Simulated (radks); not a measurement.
Values are calculated unless marked as measured or tabulated.
Task: Ionisation of P+, [Ne] 3s2 3p2, to P2+, [Ne] 3s2 3p1, under several functionals. Scalar-relativistic Kohn-Sham, spin-unpolarised, spherical densities, finite nucleus; a radial shooting solver on a logarithmic mesh with Libxc functionals. Known Delta-SCF values: BP86 19.247 eV; TASK exchange with Perdew-Wang LDA correlation 19.240 eV. What does B86b exchange with PBE correlation give, and what is its highest occupied eigenvalue?

Result: 19.175 eV by Delta-SCF; the 3p eigenvalue is -14.239 eV. NIST: 19.769 eV (semi-empirical).

Beside tabulated values, note that spin-unpolarised runs miss the spin-polarisation part of the exchange energy of open shells.
